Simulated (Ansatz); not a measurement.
F2GeH2OS, SMILES `[OH][Ge]([F])([F])[SH]` at its PBE0-D4/def2-TZVP geometry, where that method's forces vanish. The species carries charge 0 and has multiplicity 1.

```xyz
7

O    -0.8629    0.2735   -1.1619
Ge    0.0614    0.2851    0.3174
F     0.5169    1.8764    0.7683
F    -1.0057   -0.1966    1.5795
S     1.8592   -0.9165    0.1448
H    -1.7896    0.4901   -1.0185
H     1.2207   -1.8120   -0.6297
```

(1) What forces (eV/Å) does B3LYP-D4/def2-TZVPP give on these atoms in Ansatz 0.2.0? (An estimate is asked.)

Answers

(1) Ansatz gave: 
```
O1  -0.168  0.007 -0.243
Ge2  0.101 -0.079 -0.033
F3   0.094  0.340  0.094
F4  -0.222 -0.097  0.266
S5   0.213 -0.164 -0.040
H6  -0.048  0.007 -0.049
H7   0.030 -0.013  0.006
```

B3LYP here is the variant with VWN-RPA as its local correlation; programs differ in this.
